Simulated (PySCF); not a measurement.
# Electron correlation in Sn²⁶⁺ (tin, charge +26)

Starting occupation: [Ar] 3d6, 3d3/2 with m_j = -3/2, -1/2, +1/2, +3/2, 3d5/2 with m_j = +3/2, +5/2. Computed with PySCF 2.14 in an even-tempered Gaussian basis (16 s from 3.7 bohr⁻², ratio 2.8; 12 p from 4.8 bohr⁻², ratio 2.8; 8 d from 4.8 bohr⁻², ratio 2.8; 3 f from 18 bohr⁻², ratio 3), with X2C-1e with screened-nucleus spin-orbit coupling, Gaussian nucleus. Frozen: [Ne]; 14 electrons correlated; the 74 highest virtual spinors left out.

MP2 pair energies summed by pair of shells (mhartree):

```
 pair   energy  share (%)
3d-3p  -197.60       42.1
3d-3d  -116.77       24.9
3p-3p   -87.66       18.7
3p-3s   -33.11        7.1
3d-3s   -28.71        6.1
3s-3s    -5.07        1.1
```

Total MP2 correlation energy: -468.92 mhartree.

The GHF reference relaxed away from the jj start to a determinant that is no pure jj level (⟨S²⟩ = 5.08, ⟨J²⟩ = 20.03); the energies belong to that determinant.

At this charge the one-electron X2C treatment keeps the bare 1/r₁₂, with no two-electron picture change or Breit term. The effect here is smaller than on the frozen 1s shell.
